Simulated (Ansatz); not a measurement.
Bonds to the group Y in Y-Ge(OH)3. Isolated molecules, 0 K electronic values unless said otherwise. Each species was relaxed from one start; no search for lower structures was made at this level. Strings in code marks are SMILES.

Calculation: Ansatz (a quantum-chemistry and plane-wave program) with B3LYP-D3(BJ)/def2-TZVP // B3LYP-D3(BJ)/def2-SVP. All candidates: neutral, multiplicity 1. B3LYP has the VWN-RPA correlation part, as in Gaussian. 

The HOMO is -8.83 eV. The HOMO–LUMO gap comes out as 8.08 eV. The LUMO comes out as -0.75 eV.

### Question
Say which member has these values.
A. `CCC[CH2][Ge]([OH])([OH])[OH]`
B. `[OH][Ge]([OH])([OH])[CH2]C(F)(F)F`
C. `[OH][Ge]([OH])([OH])[C](F)(F)F`
D. `C[C](C)(C)[Ge]([OH])([OH])[OH]`

### Answer
C, `[OH][Ge]([OH])([OH])[C](F)(F)F`. The others give `CCC[CH2][Ge]([OH])([OH])[OH]`: -7.93 eV, 7.78 eV, -0.15 eV; `C[C](C)(C)[Ge]([OH])([OH])[OH]`: -7.58 eV, 7.36 eV, -0.22 eV; `[OH][Ge]([OH])([OH])[CH2]C(F)(F)F`: -8.78 eV, 8.40 eV, -0.38 eV
